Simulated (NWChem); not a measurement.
Correlation energy of silene (CH₄Si)

```xyz
6

C      0.0000     0.0000    -1.1569
Si     0.0000     0.0000     0.5507
H      0.9266     0.0000    -1.7379
H     -0.9266     0.0000    -1.7379
H     -1.2496     0.0000     1.3539
H      1.2496     0.0000     1.3539
```
Charge 0, spin multiplicity 1.

The numbers come from NWChem runs, not from measurements. All single points use one geometry, from PBE0/def2-SVP, a minimum by its harmonic frequencies.

Basis set: cc-pVDZ. Each correlation energy counts from its own Hartree-Fock reference.

```tsv
method	correlation energy (mHa)	difference from CCSD(T)
RI-MP2	-243.9	+44.3
SCS-MP2	-250.4	+37.8
CCSD+T(CCSD)	-288.5	-0.4
CR-CCSD[T]	-286.4	+1.7
CCSD(T)	-288.2	0.0
MP2	-244.0	+44.1
CCSD	-278.2	+9.9
CR-CCSD(T)	-286.1	+2.0
```

The values span 44.6 mHa, from CCSD+T(CCSD) (lowest) to RI-MP2 (highest). 

The correlated methods keep 6 core orbitals frozen. Coupled-cluster values serve here as a point of comparison, not as the truth.
